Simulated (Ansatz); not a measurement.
`B[SiH](B)O` + `C=O` → `B[SiH](O)C=O` + BH₃  (formal exchange of groups at the Si–B bond)

Program: Ansatz. Geometries: PBE0-D4/def2-TZVP. ΔE: electronic, gas phase. CCSD(T)/CBS adds triple-zeta CCSD(T) − MP2 to the extrapolated MP2 energy (def2 sets, frozen cores). This one scheme is used for every species. Functionals use def2-TZVPP. B3LYP here is the variant with VWN-RPA as its local correlation; programs differ in this. Each species was taken in one conformer, which may not be the lowest.

```csv
level,ΔE (kJ/mol),difference from CCSD(T)/CBS
PBE-D4,-3.7,5.0
r2SCAN-D4,-8.7,0.0
PBE0-D4,-3.2,5.5
ωB97X-V,-9.1,-0.4
ωB97M-V,-12.2,-3.5
B2PLYP,-10.6,-1.9
PBE,-2.3,6.4
PBE0,-2.0,6.7
B3LYP,-8.5,0.2
SCS-MP2/def2-TZVPP,-12.7,-4.0
CCSD/def2-TZVPP,-6.9,1.8
CCSD(T)/def2-TZVPP,-7.6,1.1
HF/def2-QZVPP,-13.4,-4.7
SCS-MP2/def2-QZVPP,-13.2,-4.5
HF/CBS(def2),-13.4,-4.7
MP2/CBS(def2),-13.4,-4.7
CCSD(T)/CBS,-8.7,0
```

Largest T1 diagnostic among the species: 0.016.
